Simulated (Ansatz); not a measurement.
Basis-set series for `O[SiH](O)[SiH2]` radical. Charge 0, multiplicity 2. Geometry: relaxed with PBE0-D4/def2-TZVP. It is one conformer, not always the lowest.

| functional | basis | functions | energy (Eh) | HOMO (eV) | LUMO (eV) |
| --- | --- | --- | --- | --- | --- |
| PBE0-D4 | def2-TZVPP | 216 | -732.17656 | -6.14 | -2.61 |
| PBE0-D4 | def2-QZVPP | 404 | -732.20546 | -6.17 | -2.64 |
| ωB97M-V | def2-TZVPP | 216 | -732.47980 | -7.86 | -1.00 |
| ωB97M-V | def2-QZVPP | 404 | -732.50715 | -7.89 | -1.08 |

Task: Give the rows for def2-SVP. (Estimate.)

Result: Ansatz gave: 
```
functional     basis  functions  energy (Eh)  HOMO (eV)  LUMO (eV)
   PBE0-D4  def2-SVP         89   -731.76984      -6.08      -2.52
   ωB97M-V  def2-SVP         89   -732.06791      -7.77      -0.83
```

HOMO and LUMO are taken over both spins.
